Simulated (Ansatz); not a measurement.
Consider the ligand exchange at the Se–C bond: `CC[Se]C` + `[SiH3][SeH]` → `C[Se][Se][SiH3]` + `CC`.

Gas-phase electronic energies from Ansatz, PBE0-D4/def2-TZVP geometries. CBS: MP2 limit from def2 TZ/QZ plus the TZ coupled-cluster correction, frozen cores. This one scheme is used for every species. DFT in def2-TZVPP. For Se outer-core shells are correlated without core-valence functions, which leaves a few kJ/mol of doubt a bond. Scalar relativity is left out up to krypton. Each species was taken in one conformer, which may not be the lowest.

```tsv
species	r2SCAN0-D4 energy (Eh)
`CC[Se]C`	-2520.62893
`[SiH3][SeH]`	-2693.42552
`C[Se][Se][SiH3]`	-5134.28122
`CC`	-79.79630
```

**Question.** Work out ΔE.

**Answer.** ΔE = (-5134.28122) + (-79.79630) − (-2520.62893) − (-2693.42552) = -0.02307 Eh = -14.5 kcal/mol. CCSD(T)/CBS gives -13.6 kcal/mol.

Largest T1 diagnostic among the species: 0.010.

Leaving LDA and LC-ωPBE aside and taking each functional with its dispersion term where it has one, the values, not all of them listed here, spread over 3.4 kcal/mol, from BLYP-D4 to ωB97X-V. LDA lies +1.5 kcal/mol from PBE without D4. From BLYP to BHLYP (50 % exact exchange), in def2-TZVPP and without D4, ΔE moves by +1.4 kcal/mol.
